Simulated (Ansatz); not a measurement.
```xyz
4

B     0.0000    0.0000    0.0000
H     1.1100    0.0000    0.0000
H    -0.5550    0.9613    0.0000
H    -0.5550   -0.9613    0.0000
```

Basis set: cc-pVDZ (spherical functions). Correlated methods keep 1 orbital frozen. Charge 0, multiplicity 1.

Computed with Ansatz (development build ahead of 0.2.0); each method stands on the lowest determinant of its kind that the runs found. Restricted open shells among the atoms or ions are ROHF, correlated in semicanonical orbitals with singles.

The atomization energy at this shape (free ground-state atoms in the same class of orbitals less the molecule, no zero-point energy) of singlet BH₃:

| method | atomization energy |
| --- | --- |
| RHF | 221.81 kcal/mol |

Q: What does RHF-MP2 give?

A: 253.90 kcal/mol. Caution: the shape is not the minimum.
